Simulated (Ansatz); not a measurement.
Mulliken charges of FGeH$_{5}$OSi$_{2}$ (`F[Si]1([SiH3])[O][GeH2]1`) from B3LYP/def2-TZVPP in Ansatz (PBE0-D4/def2-TZVP geometry).

| atom | x (Å) | y (Å) | z (Å) | charge (e) |
| --- | --- | --- | --- | --- |
| F1 | -1.992 | -0.815 | -0.784 | -0.300 |
| Si2 | -0.611 | -0.134 | -0.365 | 0.620 |
| Si3 | 0.761 | -1.768 | 0.588 | 0.115 |
| O4 | 0.023 | 0.898 | -1.457 | -0.482 |
| Ge5 | -0.490 | 2.113 | -0.075 | 0.157 |
| H6 | 1.977 | -1.091 | 1.105 | -0.043 |
| H7 | 1.135 | -2.779 | -0.434 | -0.038 |
| H8 | 0.034 | -2.423 | 1.705 | -0.043 |
| H9 | -1.520 | 3.084 | -0.671 | 0.010 |
| H10 | 0.767 | 2.863 | 0.392 | 0.003 |

By hand: the dipole of these point charges (1 e Å = 4.8032 D).

Σ q r = (0.076, 0.153, 0.657) e Å, of length 0.679 e Å = 3.26 D.

How does the dipole of the full density compare? (An estimate is asked.)

Ansatz gave: (0.117, 0.011, 0.424) e Å, 2.11 D; the point charges give 1.55 times that, at 15° from its direction.

Point charges leave out the atoms' own dipoles, such as those of lone pairs, and Mulliken's split depends on the basis, so the two needn't agree.

B3LYP here is the variant with VWN-RPA as its local correlation; programs differ in this.
